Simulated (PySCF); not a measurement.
Precursor series Ta F-OH. Gas-phase values, no solvent. One relaxed conformer stands for each flexible species; it need not be the lowest.

Level of theory: TPSSh-D3(BJ)/def2-TZVP // r2SCAN-D4/def2-SVP (PySCF 2.14.0). All candidates: neutral, multiplicity 1. 

* **HOMO–LUMO gap**: 6.34 eV
* **LUMO**: -1.29 eV
* **HOMO**: -7.63 eV

Q: Name which member has these values.
(A) [Ta(F)2(OH)3]
(B) [Ta(F)4(OH)]
(C) [Ta(OH)5]
(D) [Ta(F)(OH)4]

A: C, [Ta(OH)5]. The others give [Ta(F)2(OH)3]: 6.80 eV, -1.84 eV, -8.64 eV; [Ta(F)4(OH)]: 7.41 eV, -2.24 eV, -9.65 eV; [Ta(F)(OH)4]: 6.84 eV, -1.46 eV, -8.31 eV
